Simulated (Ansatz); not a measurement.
Pulling on the Al1–H2 bond in AlBrH2 (SMILES [AlH2][Br]) (multiplicity 1 held, fragments rigid). Energies count from the point at 1.569 Å.
Geometry at that point (charge 0, multiplicity 1):
```xyz
4

Al    -0.835    -1.299     0.206
H     -0.324    -2.329     1.274
H     -2.126    -1.479    -0.668
Br     0.380     0.591    -0.094
```

Signs of static correlation in def2-TZVPP, with CASSCF(2,2), from Ansatz (a program for electronic structure) runs.

| R (Å) | T1 of restricted CCSD | ⟨S²⟩ of UHF | largest double amplitude of restricted CCSD | weight of the CASSCF reference in MRCISD | CASSCF natural occupations |
|---|---|---|---|---|---|
| 1.256 | 0.009 | 0.000 | 0.029 | 0.905 | 1.99 0.01 |
| 1.412 | 0.009 | 0.000 | 0.029 | 0.905 | 1.98 0.02 |
| 1.569 | 0.009 | 0.000 | 0.029 | 0.905 | 1.98 0.02 |
| 1.726 | 0.010 | 0.000 | 0.029 | 0.904 | 1.97 0.03 |
| 1.883 | 0.010 | 0.000 | 0.034 | 0.904 | 1.96 0.04 |
| 2.119 | 0.012 | 0.000 | 0.086 | 0.904 | 1.93 0.07 |
| 2.354 | 0.015 | 0.195 | ? | 0.905 | 1.89 0.11 |
| 2.746 | 0.024 | 0.696 | 0.250 | 0.905 | 1.78 0.22 |
| 3.139 | 0.040 | 0.887 | 0.382 | 0.905 | 1.61 0.39 |
| 3.610 | 0.062 | 0.969 | ? | 0.906 | 1.40 0.60 |
| 4.237 | 0.085 | 0.998 | 0.775 | 0.906 | 1.19 0.81 |
| 5.022 | 0.096 | 1.005 | 0.926 | 0.906 | 1.07 0.93 |

Task: What belongs in the gaps?

Result: 
- 2.354, largest double amplitude of restricted CCSD: 0.142
- 3.610, largest double amplitude of restricted CCSD: 0.563

Doubts at one or more of the structures used: a restricted determinant that unrestricted orbitals would lower (R-CCSD(T)/def2-TZVPP); other coupled-cluster roots lie near (R-CCSD(T)/def2-TZVPP); T1 above 0.05 (R-CCSD(T)/def2-TZVPP, U-CCSD(T)/def2-TZVPP); a spin-contaminated determinant (U-CCSD(T)/def2-TZVPP).
